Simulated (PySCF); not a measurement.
Vertical excitations of a molecule C2H12N2Si2 from TDA-M06-2X/def2-SVPD run with PySCF, as energy in eV (oscillator strength): 5.91 (0.009), 6.48 (0.081), 6.73 (0.021), 7.00 (0.023), 7.09 (0.049), 7.21 (0.040). Lowest triplet (TDA): 5.73 eV. The structure is a stationary point at PBE0-D3(BJ)/def2-SVP. One conformer was computed; it need not be the lowest.

**Question.** Which structure fits?
(A) C[SiH2]CN[SiH2]N
(B) C[Si@H](N)C[SiH2]N
(C) NCCN[SiH2][SiH3]
(D) C[SiH2]C[SiH](N)N

**Answer.** A, C[SiH2]CN[SiH2]N
